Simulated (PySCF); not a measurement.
AlGeH5, SMILES [GeH3][AlH2].

Geometry optimised at PBE0-D3(BJ)/def2-TZVP.

Calculation: PBE0-D3(BJ)/def2-TZVP (PySCF).

Frequencies are harmonic and unscaled.

A small imaginary wavenumber (i) marks a very flat motion, where grid noise or a shallow saddle decides the sign.

```json
[
 {"mode": "1", "ν (cm⁻¹)": "14i", "IR (km/mol)": "0.4", "moving atoms (share of kinetic energy)": "H 100 %"},
 {"mode": "2", "ν (cm⁻¹)": "305", "IR (km/mol)": "25.1", "moving atoms (share of kinetic energy)": "H 87 %, Al 9 %"},
 {"mode": "3", "ν (cm⁻¹)": "326", "IR (km/mol)": "6.4", "moving atoms (share of kinetic energy)": "Al 56 %, Ge 23 %, H 20 %"},
 {"mode": "4", "ν (cm⁻¹)": "335", "IR (km/mol)": "39.0", "moving atoms (share of kinetic energy)": "H 94 %"},
 {"mode": "5", "ν (cm⁻¹)": "503", "IR (km/mol)": "5.7", "moving atoms (share of kinetic energy)": "H 87 %, Al 9 %"},
 {"mode": "6", "ν (cm⁻¹)": "572", "IR (km/mol)": "110.2", "moving atoms (share of kinetic energy)": "H 85 %, Al 13 %"},
 {"mode": "7", "ν (cm⁻¹)": "750", "IR (km/mol)": "554.7", "moving atoms (share of kinetic energy)": "H 95 %"},
 {"mode": "8", "ν (cm⁻¹)": "813", "IR (km/mol)": "1.6", "moving atoms (share of kinetic energy)": "H 96 %"},
 {"mode": "9", "ν (cm⁻¹)": "883", "IR (km/mol)": "33.6", "moving atoms (share of kinetic energy)": "H 99 %"},
 {"mode": "10", "ν (cm⁻¹)": "886", "IR (km/mol)": "40.6", "moving atoms (share of kinetic energy)": "H 99 %"},
 {"mode": "11", "ν (cm⁻¹)": "1912", "IR (km/mol)": "175.0", "moving atoms (share of kinetic energy)": "H 98 %"},
 {"mode": "12", "ν (cm⁻¹)": "1925", "IR (km/mol)": "225.3", "moving atoms (share of kinetic energy)": "H 95 %"},
 {"mode": "13", "ν (cm⁻¹)": "2117", "IR (km/mol)": "76.9", "moving atoms (share of kinetic energy)": "H 99 %"},
 {"mode": "14", "ν (cm⁻¹)": "2122", "IR (km/mol)": "112.3", "moving atoms (share of kinetic energy)": "H 99 %"},
 {"mode": "15", "ν (cm⁻¹)": "2135", "IR (km/mol)": "123.9", "moving atoms (share of kinetic energy)": "H 99 %"}
]
```
